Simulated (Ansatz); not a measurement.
Born–Oppenheimer molecular dynamics of GaH₉N₂Si (13 atoms, charge 0, multiplicity 1). It starts at the highest image of a converged band. Of that band: The profile has 2 maxima (images 4, 6) with wells between them (image 5): this band takes more than one step, which may be the mechanism or a detour left from its start path. Neighbouring images differ by up to 1.8 eV, so the band resolves the path poorly. A vibrational analysis at the climbing image gives 2 clearly imaginary modes (1228i, 60i cm⁻¹): a point of higher order. A lower path may pass nearby, or the ends, which weren't checked, may share the extra mode.

Computed with RKS BLYP/def2-SVP in Ansatz 0.2.0.

```
ensemble                      : NVE (velocity Verlet)
time step                     : 0.5 fs
steps asked                   : 200
starting velocities drawn for : 300 K
seed                          : 4868
```

First frame:

```xyz
13
Properties=species:S:1:pos:R:3
Ga 0.022 0.210 -0.230
H 0.207 -0.492 1.376
N 1.592 -0.226 -1.157
H 2.388 -0.457 -0.547
H 1.907 0.518 -1.794
N -1.778 0.045 -0.732
H -2.168 0.902 -1.145
H -1.894 -0.698 -1.435
Si 0.035 2.570 1.158
H 0.960 2.827 2.320
H 0.510 3.466 0.041
H -1.347 3.015 1.546
H 0.149 0.651 1.430
```

How far do the bonds stretch over the last three quarters of this one trajectory? (Pairs bonded in most of those frames.)


| bond | mean (Å) | spread (Å) | shortest | longest |
| --- | --- | --- | --- | --- |
| Ga1–H2 | 1.596 | 0.070 | 1.48 | 1.71 |
| Ga1–N3 | 1.868 | 0.022 | 1.83 | 1.91 |
| Ga1–N6 | 1.920 | 0.032 | 1.82 | 1.96 |
| N3–H4 | 1.027 | 0.011 | 1.01 | 1.05 |
| N3–H5 | 1.027 | 0.009 | 1.01 | 1.04 |
| N6–H7 | 1.031 | 0.007 | 1.02 | 1.05 |
| N6–H8 | 1.033 | 0.009 | 1.02 | 1.05 |
| Si9–H10 | 1.511 | 0.050 | 1.43 | 1.59 |
| Si9–H11 | 1.503 | 0.045 | 1.43 | 1.57 |
| Si9–H12 | 1.501 | 0.013 | 1.48 | 1.52 |
| Si9–H13 | 1.522 | 0.096 | 1.37 | 1.66 |

Pairs bonded in part of these frames only: Ga1–Si9 7 %.

Mean temperature of the second half: 1209 K. The conserved energy stayed within 0.12 meV per atom of its start (net change 0.031 meV per atom), so the integration is sound. The kinetic energy rose, since the run started high on the potential surface and went downhill. It ends in pieces (GaH5N2 + H4Si), so much of that is their flight and rotation, not heat. A run of 0.1 ps of so small a system gives no equilibrium averages. The orbitals stay closed-shell, which can raise the energy where a bond breaks towards radicals; this wasn't checked here.

Time of the run: 3.9 min on 4 threads of Arm Neoverse V2 (shared host), peak memory 0.19 GiB.
